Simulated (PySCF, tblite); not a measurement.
C₅H₉F₃O₂.
Atom-mapped SMILES: `[CH3:1][O:2][CH:3]([CH2:4][C:5]([F:6])([F:7])[F:8])[O:9][CH3:10]` (hydrogens: H11, H12, H13 on C1; H14 on C3; H15, H16 on C4; H17, H18, H19 on C10)

Structure used (GFN2-xTB), in Å, numbered top down from 1:
```
atom  x, y, z in Å
C1     1.968    0.128    0.608
O2     1.061    0.006   -0.468
C3    -0.281   -0.223   -0.133
C4    -1.169    0.866   -0.761
C5    -1.077    2.178   -0.016
F6     0.144    2.726   -0.039
F7    -1.913    3.096   -0.525
F8    -1.404    2.053    1.283
O9    -0.743   -1.432   -0.656
C10   -0.069   -2.576   -0.172
H11    2.943    0.283    0.152
H12    1.992   -0.776    1.225
H13    1.723    0.989    1.237
H14   -0.398   -0.221    0.970
H15   -2.206    0.531   -0.747
H16   -0.849    1.021   -1.791
H17   -0.146   -2.643    0.920
H18    0.983   -2.570   -0.467
H19   -0.568   -3.429   -0.627
```

Computed with PBE0/pcSseg-1 in PySCF (dipole) on a GFN2-xTB geometry, gas phase.

Masses are those of the commonest isotopes; rigid-rotor values at the optimised geometry. The values belong to one conformer with, in the numbering `[CH3:1][O:2][CH:3]([CH2:4][C:5]([F:6])([F:7])[F:8])[O:9][CH3:10]`, C1–O2–C3–C4 124°, O2–C3–C4–C5 -76°, O2–C3–O9–C10 62°.

Q: Give the principal moments of inertia and the rotational constants in MHz.

A: Ia = 229.13, Ib = 623.61, Ic = 734.28 u·Å²; 505379 MHz·u·Å²/I gives A = 2206, B = 810.4, C = 688.3 MHz.

Q: Classify the top.

A: An asymmetric top. Ray's parameter κ = (2B − A − C)/(A − C) = -0.839; −1 is the prolate and +1 the oblate limit.

Q: Is it planar, by Δ = Ic − Ia − Ib?

A: Not planar: Δ = Ic − Ia − Ib = -118.46 u·Å². For a rigid frame Δ = −2 Σ m c², so Σ m c² = 59.23 u·Å² lies off the ab plane: 7.66 from hydrogen and 51.57 from heavier atoms. The atom farthest from that plane is 1.61 Å away.

Q: Give the other two planar moments, Paa and Pbb, and the rms extents of the mass along the axes.

A: Paa = Σ m a² = (Ib + Ic − Ia)/2 = 564.38 and Pbb = Σ m b² = (Ia + Ic − Ib)/2 = 169.90 u·Å². With the mass M = 158.06 u, the rms extents √(P/M) along a, b and c are 1.89, 1.04, 0.61 Å.

Q: Which lines would a microwave search look for?

A: The dipole components are |μa| = 2.46 D, |μb| = 0.44 D, |μc| = 1.11 D. Intensities carry the squares of the components, which stand as 1.00 : 0.03 : 0.20 (a : b : c). Some lines, for components of 0.1 D or more:

| type | branch | J(Ka,Kc) | MHz | lower level (cm⁻¹) |
| --- | --- | --- | --- | --- |
| a | Q | 4(1,3) ← 4(1,4) | 1219 | 0.527 |
| c | Q | 3(2,2) ← 3(1,2) | 4007 | 0.361 |
| b | Q | 2(2,0) ← 2(1,1) | 4193 | 0.205 |
| b | R | 2(1,2) ← 1(0,1) | 4270 | 0.050 |
| a | R | 4(1,4) ← 3(1,3) | 5736 | 0.336 |
| c | Q | 3(3,1) ← 3(2,1) | 7248 | 0.496 |
| b | Q | 3(3,1) ← 3(2,2) | 7286 | 0.494 |
| b | Q | 4(4,0) ← 4(3,1) | 10179 | 0.938 |
| c | R | 3(3,0) ← 2(2,0) | 11775 | 0.345 |
| c | R | 3(3,1) ← 2(2,1) | 11782 | 0.344 |
| b | R | 4(3,1) ← 3(2,2) | 13297 | 0.494 |

Q: Estimate the classical rotational partition function at 10 K, 25 K and 100 K.

A: Point group C1, symmetry number σ = 1; q = (√π/σ)·√((kT/h)³/(ABC)), k/h = 20836.6 MHz/K: 4810 at 10 K, 19000 at 25 K, 152000 at 100 K.

Its GFN2-xTB frequencies are all real (lowest 19 cm⁻¹). These are rigid-rotor constants of the computed structure; measured ground-state constants (B0) also hold zero-point vibration. A rigid rotor knows nothing of internal rotation, which can split or shift real lines.
